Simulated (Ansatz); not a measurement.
Program: Ansatz. Geometries: PBE0-D4/def2-TZVP. ΔE: electronic, gas phase. CCSD(T)/CBS adds triple-zeta CCSD(T) − MP2 to the extrapolated MP2 energy (def2 sets, frozen cores). Functionals use def2-TZVPP. For Ga outer-core shells are correlated without core-valence functions, which leaves a few kJ/mol of doubt a bond. Scalar relativity is left out up to krypton. One conformer a species, not always the lowest.

`[OH][GaH][CH2][SiH3]` + `O=[CH][GaH2]` → `[OH][GaH][GaH2]` + `O=CC[SiH3]`  (redistribution)

`[OH][GaH][CH2][SiH3]`:

Z-matrix (Å, degrees):
```
C
Ga 1 1.967
Si 1 1.865 2 113.1
H 1 1.093 2 109.5 3 123.6
H 1 1.096 2 107.6 3 -119.6
O 2 1.791 1 117.3 3 57.3
H 2 1.557 1 128.8 3 -122.5
H 3 1.489 1 110.6 2 58.5
H 3 1.490 1 109.8 2 -60.3
H 3 1.489 1 112.5 2 179.4
H 6 0.960 2 114.2 1 -2.4
```

`O=[CH][GaH2]`:

```xyz
6

O     1.450    0.556    0.977
C     1.044   -0.188    0.113
Ga   -0.929    0.057   -0.211
H     1.760   -0.886   -0.381
H    -1.388    1.182   -1.199
H    -1.936   -0.722    0.700
```

`[OH][GaH][GaH2]`:

```xyz
7

O    -1.232    0.168   -1.581
Ga   -0.788   -0.339    0.089
Ga    1.513    0.304    0.683
H    -2.125   -0.073   -1.836
H    -1.931   -1.095    0.873
H     1.831    1.688    1.363
H     2.733   -0.653    0.409
```

`O=CC[SiH3]`:

Cartesian coordinates in Å:
```
O -0.485 -1.979 -0.215
C -0.086 -1.162 -1.001
C 0.217 0.260 -0.646
Si -0.094 0.640 1.177
H 0.079 -1.445 -2.063
H 1.257 0.472 -0.923
H -0.382 0.914 -1.294
H 0.776 -0.195 2.040
H 0.240 2.072 1.406
H -1.521 0.424 1.520
```

| level | ΔE (kcal/mol) |
| --- | --- |
| PBE-D4 | -12.9 |
| ωB97X-V | -12.7 |
| HF/def2-TZVPP | -15.2 |
| HF/def2-QZVPP | -15.1 |

(1) What does CCSD(T)/CBS give? (Estimate.)

Largest T1 diagnostic among the species: 0.017.

Results:

(1) Ansatz gave: -11.1 kcal/mol. The listed levels differ from it by -1.8, -1.6, -4.1, -4.0 kcal/mol.

From PBE to PBE0 (25 % exact exchange), in def2-TZVPP and without D4, ΔE moves by −0.9 kcal/mol. In def2-TZVPP, CCSD(T) changes the Hartree–Fock value by +3.8 kcal/mol (the triples alone add +0.7 kcal/mol) and MP2 by +4.8 kcal/mol.
